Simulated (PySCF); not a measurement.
C7H8FS (doublet state).
Z-matrix (Å and degrees, GFN2-xTB geometry), rows numbered from 1:
```
C 
S   1  1.8161
C   2  1.7460  1  105.08
C   3  1.3778  2  117.32  1   173.59
C   4  1.3847  3  121.70  2   175.87
C   5  1.4099  4  119.75  3    -1.65
C   6  1.3514  5  121.30  4     1.82
C   7  1.4880  6  122.36  5     3.11
F   8  1.4319  3  109.67  2    67.66
H   1  1.0847  2  109.97  3   -55.22
H   1  1.0856  2  105.59  3  -174.08
H   1  1.0864  2  110.08  3    67.47
H   4  1.0801  3  118.18  2    -3.24
H   5  1.0774  4  120.09  3   179.18
H   6  1.0800  5  118.97  4  -177.48
H   7  1.0787  6  121.93  5   179.01
H   8  1.1028  3  112.02  2   -45.19
```

The hyperfine couplings belong to this conformer and change with its torsions.

Identity: `CSC1=CC=C[CH][C@@H]1F` [radical].

The calculation used UKS B3LYP, pcH-1 on C F H S, non-relativistic, mean-field spin-orbit, GIAO in PySCF 2.14.0. Isolated species at its GFN2-xTB geometry (one conformer only). A GFN2-xTB geometry isn't a minimum of the functional, and hyperfine couplings can be far from their values at a DFT geometry. No stability test was run, so a lower SCF solution isn't excluded. ⟨S²⟩ is 0.779 where a pure state has 0.75.

Give the principal g shifts and their parts.

```json
{"Δg (ppm)": "relativistic mass correction", "1": "-181", "2": "-181", "3": "-181"}
{"Δg (ppm)": "gauge correction", "1": "16", "2": "57", "3": "42"}
{"Δg (ppm)": "orbital Zeeman/spin–orbit", "1": "-1145", "2": "1776", "3": "4004"}
{"Δg (ppm)": "total", "1": "-1310", "2": "1653", "3": "3866"}
```

So g = 2.00101, 2.00397, 2.00619 and g_iso = 2.00372; the tensor is rhombic: the two nearest values differ by 43 % of g3 − g1. Axes: g3 points within 11° of the C6–C7 bond.

At 33.95 GHz, how far is the centre of the isotropic spectrum from where a free electron (g = 2.002319) resonates?

B = hν/(g μB) with μB/h = 13.99624 MHz/mT gives 1211.42 mT for the free electron and 1210.57 mT at g_iso, 0.85 mT lower.

How much does each term add to the isotropic shift?

The orbital-Zeeman/spin–orbit term 1545, the mass correction -181 and the gauge correction 39 ppm, for a total of 1403 ppm. The orbital-Zeeman/spin–orbit term is the largest in size. The mass correction is the same along every axis, so the anisotropy comes from the other two: their spans along these axes are 41 (gauge) and 5149 ppm (orbital Zeeman/spin–orbit).

In a frozen sample, at which fields do the three g values resonate at 9.5, 34, 94 and 263 GHz (hyperfine left aside), and which band first spreads them over more than twice a line width of 1.0 mT?

```tsv
band	GHz	B(g3) mT	B(g2) mT	B(g1) mT	spread mT
X	9.5	338.33	338.70	339.21	0.88
Q	34.0	1210.87	1212.20	1214.00	3.13
W	94.0	3347.69	3351.39	3356.35	8.66
J	263.0	9366.41	9376.75	9390.64	24.23
```

The spread grows in proportion to the frequency. Q band is the first where it exceeds 2.0 mT.

The Mulliken spin populations are largest on C5 (+0.46), C3 (+0.39), C7 (+0.33) and C4 (-0.20). Three atoms exceed +0.15.

The HOMO–LUMO gaps are 4.64 eV among the α and 3.31 eV among the β orbitals.

Hardware: Arm Neoverse V1, one thread, shared host with 64 logical CPUs at a one-minute load of 21. Cost: 2.1 min (with the writing of density and orbital grids), 1.1 GiB resident at most.

The SMILES draws the unpaired electron on C7; the largest computed Mulliken spin population is on C5 (0.46 against 0.33).
